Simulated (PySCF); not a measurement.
A structure optimised at PBE-D3(BJ)/def2-SVP, used in a PySCF frequency run:

```xyz
9

Te    -0.1083    -0.1312     0.5442
O      1.0611     0.9363    -0.7521
C      1.5880     0.2301    -1.8592
H      0.8005    -0.1031    -2.5777
H      2.2597     0.9306    -2.4024
H      2.1842    -0.6683    -1.5720
N     -1.9103    -0.2824    -0.3933
H     -1.8967    -0.8512    -1.2476
H     -2.3636     0.6212    -0.5729
```
Charge 0, spin multiplicity 1.

Question: Write its SMILES and formula.

Answer: CO[Te]N, CH5NOTe

Question: What are its rotational constants (standard atomic weights)?

Answer: 7.1263, 2.7205, 2.1486 GHz
